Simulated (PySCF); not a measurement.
**Radial density of Sr⁺ (strontium, charge +1)**

UHF, [Kr] 4d1, 2D determinant (an excited configuration). Computed with PySCF 2.14 in aug-cc-pVTZ-X2C, with the spin-free X2C one-electron Hamiltonian (Gaussian nucleus).

| r (bohr) | 4πr²ρ (e/bohr) | 4πr²(ρα − ρβ) |
| --- | --- | --- |
| 0.0430 | 42.06 | -0.0012 |
| 0.0723 | 42.93 | -0.0022 |
| 0.122 | 57.63 | 0.0031 |
| 0.204 | 37.98 | 0.0244 |
| 0.344 | 39.65 | 0.0295 |
| 0.579 | 27.29 | 0.0038 |
| 0.973 | 7.879 | 0.0342 |
| 1.64 | 5.538 | 0.2578 |
| 2.75 | 0.9439 | 0.3129 |
| 4.63 | 0.1211 | 0.1149 |
| 7.79 | 0.007146 | 0.0071 |
| 13.1 | 1.595e-05 | 0.0000 |

Densities and radii are taken from the X2C orbitals without a picture-change correction, which distorts them close to the nucleus.

(1) Where is the radial spin density 4πr²(ρα − ρβ) most negative, and why is it negative at all?

## Answers

(1) Around r = 0.0723 bohr, down to -0.0022 e/bohr: exchange with the open shell polarises the paired shells in an unrestricted calculation.
